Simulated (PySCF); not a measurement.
B(F)(GeH3)(OH) (BFGeH4O), SMILES [B](O)([GeH3])F. Heavy atoms are numbered as in [B:1]([F:2])([GeH3:3])[OH:7]. Hydrogens are named by the atom that carries them.

Geometry: r2SCAN-D4/def2-SVP. The values are those of a single conformer.

Computed with M06-2X/def2-TZVP (PySCF).

ESP charges are fitted to the potential on shells at 1.4 to 2.0 van der Waals radii. Atomic charges (e), one atom of each kind:

```tsv
atom	Mulliken	ESP fit	meta-Löwdin
B1	0.39	0.60	0.41
F2	-0.26	-0.32	-0.33
Ge3 (GeH3)	-0.09	0.05	0.29
H on Ge3	0.01	-0.04	-0.07
O7 (OH)	-0.40	-0.66	-0.51
H on O7	0.34	0.45	0.35
```
